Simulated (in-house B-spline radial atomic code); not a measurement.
## RPA and G0W0 on BLYP: Zn+

Configuration [Ar] 3d10 4s1, highest spin, mean-field start BLYP. Computed with an all-electron radial atomic-structure program (B-spline basis): all electrons, scalar-relativistic (spin-free one-electron X2C), finite nucleus, each spin shell either full or empty, empty states to l = 9 with an (l + 1/2)⁻⁴ tail; G0W0 by contour deformation at full frequency.

RPA overbinds a lone outer s electron by self-correlation, and G0W0 tends to as well.

Command:
```bash
python run_gw.py task.json out
```
Settings (radii: box in bohr, nucleus in fm):
```
Z                        30
electrons                29
configuration            [Ar] 3d10 4s1
hamiltonian              x2c
method                   b88,lyp
lmax                     9
rms_radius               3.9283
spin_polarised           True
box_radius               23.78
intervals                71
ion_configuration        [Ar] 3d10
```

Run time, properties included: 5.5 s on 1 thread of Arm Neoverse V2 (shared host).

Energies (hartree):

```json
{"term": "mean-field total", "value": "-1795.75158"}
{"term": "Hartree-Fock functional on these orbitals", "value": "-1793.98533"}
{"term": "direct second order", "value": "-2.8117"}
{"term": "second-order exchange", "value": "0.80257"}
{"term": "SOSEX correction", "value": "0.70299"}
```

Problem. What is the RPA correlation energy, and what remains with SOSEX?

Solution. RPA gives -2.246 hartree (-2.11 eV per electron); RPA + SOSEX gives -1.543, and the second-order doubles -2.0092 hartree (no singles). RPA lacks exchange-type terms and so overcorrelates at short range.

Quasi-particle levels (eV):

| level | occupied | mean field | Σx - vxc | Σc | QP weight | G0W0 |
| --- | --- | --- | --- | --- | --- | --- |
| 4s up | yes | -14.515 | -2.92 | ? | ? | ? |
| 4s down | no | -13.634 | 6.50 | -2.64 | 0.892 | -9.774 |

G0W0 = mean field + (Σx - vxc) + Σc, with Σc (partial-wave tail included) taken at the quasi-particle energy. Only the outer levels were computed. Levels of low weight are left out.

Problem. Where does G0W0 put 4s up?

Solution. At -18.762 eV, with Σc = -1.33 eV and a quasi-particle weight of 0.922. The tabulated removal energy is 17.964 eV (NIST, measured); the calculation leaves out spin-orbit coupling, Breit and QED terms, and what these don't explain is the method's own error.

Problem. What does it cost to remove one electron (to [Ar] 3d10) by differences of total energies, each species on its own start (correlation terms add to the Hartree-Fock functional)?

Solution. BLYP 18.879 eV, Hartree-Fock functional 16.655 eV, + RPA 18.592 eV, + RPA + SOSEX 17.805 eV, + second order 18.997 eV. Tabulated: 17.964 eV (NIST, measured); the calculation leaves out spin-orbit coupling, Breit and QED terms, and what these don't explain is the method's own error.
